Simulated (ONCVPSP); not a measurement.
PBE ONCV dataset for gold, non-relativistic all-electron reference.

* Element: gold (Au)
* Generator: ONCVPSP 4.0.1
* Type: optimised norm-conserving Vanderbilt (ONCV)
* Functional: PBE
* Relativity: non-relativistic
* Frozen core: [Xe] 4f14
* Valence charge: 11
* Reference configuration: 5d10 6s1
* Partial waves: 6s: rc 2.40 bohr, ncon 4, nbas 7, qcut 2.2 1/bohr, 2 projectors, debl 3.9 Ha; p scattering state at 0.14 Ha: rc 2.25 bohr, ncon 4, nbas 7, qcut 4.2 1/bohr, 1 projector; 5d: rc 1.45 bohr, ncon 4, nbas 9, qcut 7.7 1/bohr, 1 projector
* Local potential: polynomial inside 1.40 bohr (lpopt 5, dvloc0 6 Ha)
* Core correction: none

All-electron outer shells of the reference configuration (PBE, non-relativistic, ld1.x):

```csv
shell,level (eV),outermost node (bohr),outermost maximum (bohr)
5p,-54.25,0.54,0.99
5d,-8.07,0.56,1.20
6s,-4.12,1.24,2.70
```

Q: Estimate the cutoffs (Ha) at which the residual kinetic energy of the hardest occupied pseudo-wave falls to 1 and 0.1 mHa per electron.

A: 20 Ha and 24 Ha.

Q: What does a ghost test show?

A: No bound ghost flagged; GHOST(+) flagged for p at 16.3 eV, s at 35.8 eV.

Q: Which valence shell sets the plane-wave cutoff?

A: 5d: 20 Ha for 1 mHa per electron, against 6 Ha for 6s.

Its largest configuration-test error is +35 meV (5d9 6s0). 1 of 4 tests not solved or not reliable.
